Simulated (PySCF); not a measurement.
**Deuteron quadrupole couplings in `CC(C)[BH2-][N+](C)(C)C`**

C₆H₁₈BN.
SMILES with atom numbers: `[CH3:1][CH:2]([CH3:3])[BH2-:4][N+:5]([CH3:6])([CH3:7])[CH3:8]` (hydrogens: H9, H10, H11 on C1; H12 on C2; H13, H14, H15 on C3; H16, H17 on B4; H18, H19, H20 on C6; H21, H22, H23 on C7; H24, H25, H26 on C8)

Geometry (PBE0-D3(BJ)/def2-SVP, Å), atoms numbered from 1 in this order:
```
atom  x, y, z in Å
C1     2.164    0.534    1.248
C2     1.532    0.963   -0.077
C3     2.630    1.161   -1.124
B4     0.421   -0.087   -0.645
N5    -1.137    0.315   -0.221
C6    -1.528    1.574   -0.874
C7    -1.268    0.448    1.237
C8    -2.016   -0.766   -0.693
H9     2.923    1.254    1.603
H10    2.665   -0.442    1.134
H11    1.427    0.413    2.058
H12    1.074    1.962    0.085
H13    3.440    1.818   -0.762
H14    3.090    0.195   -1.394
H15    2.230    1.594   -2.054
H16    0.563   -1.222   -0.189
H17    0.358   -0.105   -1.875
H18   -1.431    1.454   -1.959
H19   -0.855    2.376   -0.550
H20   -2.567    1.838   -0.615
H21   -2.317    0.642    1.516
H22   -0.639    1.276    1.585
H23   -0.923   -0.480    1.711
H24   -1.874   -0.889   -1.773
H25   -3.071   -0.530   -0.474
H26   -1.729   -1.700   -0.196
```

Level: PBE0/pcSseg-1 (PySCF, non-relativistic); Q(2H) = 0.00286 b; rigid geometry, the same for H and D, with no vibrational averaging.

Question: Rank these positions by the coupling χzz of a deuteron there, largest first.
A. H13 (methyl hydrogen)
B. H17 (B–H hydrogen)
C. H25 (methyl hydrogen)
D. H15 (methyl hydrogen)

Answer: D (198 kHz), A (194 kHz), C (189 kHz), B (125 kHz).

Q: What are Vzz, η and χzz (234.96 MHz × Q × Vzz) at all hydrogens?

A: 
```tsv
atom	bonded to	bond length (Å)	Vzz (au)	η	χzz (kHz)
H9	C1	1.105	0.2884	0.02	194
H10	C1	1.103	0.2903	0.02	195
H11	C1	1.102	0.2964	0.03	199
H12	C2	1.111	0.2832	0.03	190
H13	C3	1.105	0.2885	0.02	194
H14	C3	1.103	0.2897	0.02	195
H15	C3	1.101	0.2950	0.02	198
H16	B4	1.231	0.1865	0.11	125
H17	B4	1.231	0.1861	0.12	125
H18	C6	1.096	0.2891	0.07	194
H19	C6	1.096	0.2892	0.07	194
H20	C6	1.102	0.2824	0.08	190
H21	C7	1.102	0.2821	0.08	190
H22	C7	1.096	0.2888	0.07	194
H23	C7	1.097	0.2878	0.07	193
H24	C8	1.097	0.2887	0.07	194
H25	C8	1.102	0.2820	0.08	189
H26	C8	1.096	0.2895	0.08	195
```

Q: Average by the element that carries the hydrogen.

A: on C: 194 kHz over 16 positions, mean bond length 1.101 Å; on B: 125 kHz over 2 positions, mean bond length 1.231 Å.

Q: How does χzz go with the bond length over the 16 C–H bonds?

A: A straight-line fit has a slope of -1.9 kHz for each 0.01 Å, with a correlation coefficient of -0.29, over lengths from 1.096 to 1.111 Å.

Q: A static deuteron (I = 1) shows a doublet split by (3/2)χ, (3/4)χ(1 + η) and (3/4)χ(1 − η) with the field along z, y and x of the gradient. What are these for H18?

A: With |χ| = 194.3 kHz and η = 0.071: 291, 156 and 135 kHz, to first order and without motion.

One conformer (not necessarily the lowest) at the PBE0-D3(BJ)/def2-SVP geometry, without solvent, vibrations or thermal averaging. With so small a basis the couplings can be 20 % off.

The run behind these numbers computed NMR shieldings as well. Time: 49 s (with the writing of density and orbital grids); peak memory 1.1 GiB. Hardware: Arm Neoverse V2, one thread, no GPU, shared host.
